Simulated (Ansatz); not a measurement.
Reaction (hydrogenolysis of a C–C bond): `CCCCC(=O)OCC(C)C` + H₂ → `CCCCC(=O)OCCC` + CH₄

Program: Ansatz. Geometries: PBE0-D4/def2-TZVP. ΔE: electronic, gas phase. CCSD(T)/CBS is the MP2 limit (def2-TZVPP, def2-QZVPP) plus CCSD(T) − MP2 in def2-TZVPP, frozen cores. This one scheme is used for every species. DFT in def2-TZVPP. Each species was taken in one conformer, which may not be the lowest.

| level | ΔE (kJ/mol) |
| --- | --- |
| PBE | -72.2 |
| CAM-B3LYP | -75.7 |

What does CCSD(T)/CBS give? (Estimate.)

Ansatz gave: -62.4 kJ/mol. The listed levels differ from it by -9.8, -13.3 kJ/mol.

Largest T1 diagnostic among the species: 0.012.

The D4 term adds +10.0 kJ/mol with B3LYP and +5.9 kJ/mol with PBE0; it sums over pairs of atoms, weighted by their polarisabilities, and B3LYP, whose exchange is more repulsive, gets the larger term. In def2-TZVPP, CCSD(T) changes the Hartree–Fock value by +21.7 kJ/mol (the triples alone add +3.9 kJ/mol) and MP2 by +26.2 kJ/mol. Leaving LDA and LC-ωPBE aside and taking each functional with its dispersion term where it has one, the values, not all of them listed here, spread over 12.2 kJ/mol, from B2PLYP to revPBE-D4. LDA lies +11.3 kJ/mol from PBE without D4.

CCSD(T)/CBS has its own doubt, a few kJ/mol and more with outer-core shells, so smaller differences from it don't rank the levels.

B3LYP here is the variant with VWN-RPA as its local correlation; programs differ in this.
